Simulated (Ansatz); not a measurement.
Two structures of SiH$_{4}$SO$_{3}$, closed shell, reached by relaxing down either side of one saddle point (PBE0-D4/def2-TZVP). Energies are electronic, without zero-point energy. Ansatz 0.2.0; basis: def2-TZVPP and def2-QZVPP; cores frozen in the correlated methods. Extrapolation: Hartree–Fock as exp(−7.88 √X), correlation as X^−2.97. First:

```
9
angstrom
Si -0.1070 -0.0223 0.0146
S 1.4234 1.4412 0.1958
O 0.1958 -1.3903 0.8480
H 0.4489 -1.2771 1.7653
O -1.4017 0.8072 0.5677
O -0.2943 -0.5871 -1.5032
H 2.3614 0.6094 -0.2889
H -2.2411 0.3441 0.5906
H -0.3856 0.0751 -2.1900
```

Second:

Si1  (-0.465, -0.481, -0.152)
S2  (1.498, 0.901, 0.515)
O3  (-0.197, -1.707, 0.705)
H4  (1.478, 0.375, 1.752)
O5  (-1.641, 0.621, 0.145)
O6  (-0.157, -0.364, -1.748)
H7  (2.322, -0.060, 0.063)
H8  (-2.136, 0.451, 0.949)
H9  (-0.701, 0.264, -2.228)
(Å)

Problem. Which bonds change from the first to the second?

Solution. SiH₄SO₃ ([OH][Si]([OH])([OH])[SH]) → SiH₂O₃ ([O][Si]([OH])[OH]) + H₂S (still joined by a long Si–S bond); bonds formed: S2–H4; bonds broken: O3–H4; bonds weakened to dative contacts: Si1–S2.

Problem. Give the saddle point's structure and its height above each. (An estimate is asked for; the value comes from the calculation.)

Solution. Computed: 2.183 eV above the first and 0.166 eV above the second (CCSD(T) at an estimated basis limit (MP2 extrapolated from triple and quadruple zeta, plus CCSD(T) − MP2 in triple zeta)).
```
9
angstrom
Si -0.4087 -0.3631 -0.0624
S 1.4854 0.9362 0.7941
O -0.0502 -1.4547 0.9621
H 1.2017 -0.3488 1.3339
O -1.7060 0.6142 0.0674
O -0.0785 -0.4748 -1.6470
H 2.3184 0.4313 -0.1319
H -2.1614 0.5769 0.9116
H -0.6008 0.0830 -2.2279
```

T1 diagnostic: at most 0.015.

Labels in which every atom is bracketed show which atoms are joined, not bond orders.

For scale, one of the runs: CCSD(T)/def2-TZVPP, 233 basis functions, launched by `ansatz run in.yaml --threads 4 --pin off --events-out ev --progress --plain --max-ram 9574MiB`. The run took 2.4 min on 4 CPU threads of an Intel Xeon (shared host), with 4.1 GiB of host memory at its peak.
